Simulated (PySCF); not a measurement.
# Computed vibrations of [Y(NH2)2]+

[Y(NH2)2]+ (singlet). PySCF 2.14.0, RKS PBE0, Y def2-SVP with ECP28, N def2-SVP, H def2-SVP; non-relativistic Hamiltonian with scalar-relativistic core potentials where named; density fitting; no spin-orbit coupling. Central differences of gradients.

```xyz
7

Y     0.0000    0.2074   -0.2668
N     1.6436   -0.5448    0.7015
H     1.5895   -1.1898    1.4935
H     2.6388   -0.3885    0.5286
N    -1.6436   -0.5448    0.7015
H    -2.6388   -0.3885    0.5286
H    -1.5895   -1.1898    1.4935
```

Run from Python with OMP_NUM_THREADS=2. Where DIIS fails, smearing, a level shift and second-order steps follow.
It took 47 s on 2 threads of Arm Neoverse V1, with other jobs on the host.

(1) What are the harmonic wavenumbers and infrared intensities?

(2) Is this a minimum?

Answers

(1) Modes are labelled in Cs; negative numbers are unstable modes, those under 60 cm⁻¹ near the noise; a finer grid moves soft modes by up to 10 cm⁻¹.
| cm⁻¹ | km/mol | symmetry |
| --- | --- | --- |
| 142 | 0.3 | a' |
| 238 | 0.0 | a'' |
| 266 | 2.8 | a' |
| 369 | 25.6 | a'' |
| 448 | 38.9 | a' |
| 599 | 0.0 | a'' |
| 623 | 508.5 | a' |
| 648 | 177.5 | a'' |
| 658 | 43.8 | a' |
| 1501 | 40.9 | a'' |
| 1510 | 36.3 | a' |
| 3523 | 139.9 | a'' |
| 3528 | 62.4 | a' |
| 3606 | 50.3 | a'' |
| 3608 | 48.4 | a' |

(2) Yes. Ideal gas at 298.15 K and 1 bar: S = 312.6 J/(mol K), Cp = 84.9 J/(mol K), H − H(0 K) = 17.3 kJ/mol (rigid rotor, harmonic modes, spin degeneracy alone).
